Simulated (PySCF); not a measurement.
# Distorted geometries of Dy(NH2)3

Dy(NH2)3 (singlet in the valence; each metal's 4f electrons, 9 of them, lie in its core potential, out of spins and levels). PySCF 2.14.0, RKS PBE0, Dy lcecp-1-SVP with ECP55, N def2-SVP, H def2-SVP; non-relativistic Hamiltonian with scalar-relativistic core potentials where named; density fitting; no spin-orbit coupling. Relaxed geometry:

```xyz
10

Dy   -0.0047   -0.0068   -0.0517
N     2.1690   -0.0015    0.0080
H     2.7895   -0.8038    0.1223
H     2.7888    0.8068   -0.0618
N    -1.0844    1.8714   -0.2344
H    -2.0944    2.0201   -0.2220
H    -0.6780    2.8039   -0.3217
N    -1.0907   -1.8746    0.1997
H    -0.6932   -2.8059    0.3281
H    -2.1019   -2.0096    0.2335
```

Q: Order these distorted geometries by energy above the relaxed one, lowest first.
A.
```xyz
10

Dy    0.1288   -0.0117   -0.1286
N     2.0749    0.0813    0.0876
H     2.8168   -0.6727    0.2444
H     2.7119    0.9043   -0.0707
N    -1.3276    1.9036   -0.4512
H    -2.2297    1.8026   -0.2497
H    -0.5688    2.8161   -0.4477
N    -0.9401   -1.8262    0.2799
H    -0.6442   -2.8794    0.4056
H    -2.0220   -2.1179    0.3303
```
B.
```xyz
10

Dy   -0.3245    0.1419    0.0277
N     2.0525   -0.0033    0.2034
H     2.8118   -1.0694    0.2223
H     2.9109    0.7033   -0.2171
N    -1.1624    1.7249   -0.4424
H    -2.0800    1.8957   -0.1318
H    -0.7014    3.0644   -0.1901
N    -0.9169   -1.9295    0.0923
H    -0.5791   -2.6380    0.2539
H    -2.0109   -1.8899    0.1817
```
C.
```xyz
10

Dy    0.0274    0.0019   -0.0332
N     2.1724   -0.0402    0.0045
H     2.7996   -0.7707    0.1532
H     2.7910    0.8066   -0.0707
N    -1.0644    1.8688   -0.2575
H    -2.1077    2.0526   -0.2448
H    -0.7013    2.7858   -0.2834
N    -1.0935   -1.9142    0.1794
H    -0.7065   -2.7868    0.3256
H    -2.1170   -2.0038    0.2270
```

A: C (0.25 eV), A (2.52 eV), B (7.42 eV).

Q: Which forces (eV/Å) act in the one that lies 2.52 eV up?

A: 
```
Dy  -6.56  1.43 -0.81
N    7.06 -0.07  0.35
H   -1.36  0.99 -0.12
H   -0.82 -0.63  0.22
N   10.94  0.31 -1.26
H   -5.07  1.16  1.30
H   -4.35 -2.80  0.26
N   -2.62 -4.58  0.53
H    0.11  2.57 -0.24
H    2.68  1.63 -0.23
```
Forces carry noise of the integration grid, about 0.01 to 0.03 eV/Å.

No frequency check is given that shows the relaxed geometry to be a minimum, and it was reached by following one of several unstable modes of a saddle point. An lcecp potential fixes the number of 4f electrons, so in runs with it no electron can move into or out of that shell.
